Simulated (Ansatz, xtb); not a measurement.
Molecule: GeH2 (charge 0, singlet). 
Structure (B3LYP-D3(BJ)/def2-TZVP (Ansatz, a program for electronic structure) minimum search):
```
Ge
H 1 1.5993
H 1 1.5993 2 90.65
```

Harmonic wavenumbers from GFN2-xTB (xtb, at its own minimum), cm⁻¹: 952, 1535, 1604.

Give the harmonic wavenumbers at B3LYP-D3(BJ)/def2-TZVP (Ansatz, finite differences of forces, unscaled).

936, 1895, 1903 cm⁻¹. Zero-point energy 6.8 kcal/mol.

From these and the geometry, give the ideal-gas thermochemistry at 298.15 K and 1 atm (rigid rotor, harmonic oscillator).

Point group C2v, rotational symmetry number 2. Rotational constants 203.8, 193.8, 99.33 GHz. S(trans) 38.85, S(rot) 13.69, S(vib) 0.13, S(elec, spin only) 0.00, S 52.7 cal/(mol K). H(298) - H(0) 2.40 kcal/mol; G - E(el) -6.5 kcal/mol.
